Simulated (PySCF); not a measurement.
InFBr2, SMILES [F][In]([Br])[Br].

Geometry: B3LYP-D3(BJ)/def2-SVP. The structure was generated by enumeration; whether it is a known compound was not checked. The def2 effective core potentials stand for the cores of In; spin–orbit coupling is left out.

All values below come from PBE/def2-TZVP (PySCF).

Symmetry labels are those of the subgroup C2v that the program uses (full group C2v).

**Question.** List the valence orbital energies around the gap with their symmetry. (The exact figures need the calculation; the answer reports its results.)

**Answer.** 
```json
[
 {"orbital": "HOMO−7", "symmetry": "A1", "energy (eV)": "-9.57"},
 {"orbital": "HOMO−6", "symmetry": "B2", "energy (eV)": "-9.41"},
 {"orbital": "HOMO−5", "symmetry": "B1", "energy (eV)": "-9.08"},
 {"orbital": "HOMO−4", "symmetry": "B2", "energy (eV)": "-8.58"},
 {"orbital": "HOMO−3", "symmetry": "B1", "energy (eV)": "-8.01"},
 {"orbital": "HOMO−2", "symmetry": "A1", "energy (eV)": "-7.79"},
 {"orbital": "HOMO−1", "symmetry": "A2", "energy (eV)": "-7.77"},
 {"orbital": "HOMO", "symmetry": "B2", "energy (eV)": "-7.66"},
 {"orbital": "LUMO", "symmetry": "A1", "energy (eV)": "-4.16"},
 {"orbital": "LUMO+1", "symmetry": "B1", "energy (eV)": "-2.57"},
 {"orbital": "LUMO+2", "symmetry": "A1", "energy (eV)": "-0.32"},
 {"orbital": "LUMO+3", "symmetry": "B2", "energy (eV)": "0.02"}
]
```
